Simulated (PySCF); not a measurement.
Lowest empty level (eV) of eight silicon and germanium compounds: PBE beside r2SCAN, computed with PySCF for isolated molecules in the bases named; differences from unrounded values. The eight are the first of their class met in an unordered collection, after screening for sound electronic states; none was chosen by its value. Each molecule has one DFT geometry for both levels.

| molecule | basis | r2SCAN | PBE | difference |
|---|---|---|---|---|
| silicon monosulfide (SSi), SMILES [Si]=S (connectivity only; charge and spin as stated), neutral, multiplicity 1 | def2-TZVPD | -3.10 | -3.20 | -0.10 |
| CH2FNOSi, SMILES [SiH2](OC#N)F | def2-TZVP | -1.08 | ___ | ___ |
| C3H6FNSi, SMILES C#C[C@H](N)[SiH2]F | def2-TZVP | -0.83 | -1.16 | -0.33 |
| trichloro(chlorosilyl)silane (Cl₄H₂Si₂), SMILES [SiH2]([Si](Cl)(Cl)Cl)Cl | def2-TZVP | -1.83 | ___ | ___ |
| C₂H₇ClO₂Si, SMILES OCC[Si@H](O)Cl | def2-TZVP | 0.06 | -0.46 | -0.52 |
| C4H9FSi, SMILES CC/C=C(\F)[SiH3] | def2-TZVP | -0.94 | ___ | ___ |
| ClF₃H₂OSi₂, SMILES F[Si](F)(F)O[SiH2]Cl | def2-TZVP | -0.77 | -1.21 | -0.44 |
| C2H5FSi2, SMILES [SiH3][Si@H](F)C#C | def2-TZVP | -1.81 | -2.05 | -0.24 |

**Question.** Some entries are withheld; supply them. (An estimate is asked for; the answer gives what the named calculation found.)

**Answer.** 
- trichloro(chlorosilyl)silane (Cl₄H₂Si₂), SMILES [SiH2]([Si](Cl)(Cl)Cl)Cl, PBE: -2.06
- trichloro(chlorosilyl)silane (Cl₄H₂Si₂), SMILES [SiH2]([Si](Cl)(Cl)Cl)Cl, difference: -0.24
- CH2FNOSi, SMILES [SiH2](OC#N)F, PBE: -1.50
- CH2FNOSi, SMILES [SiH2](OC#N)F, difference: -0.43
- C4H9FSi, SMILES CC/C=C(\F)[SiH3], PBE: -1.14
- C4H9FSi, SMILES CC/C=C(\F)[SiH3], difference: -0.19

PBE lies below r2SCAN in 8 and above it in 0 of the eight; the mean signed difference is -0.31 and the largest -0.52 eV.
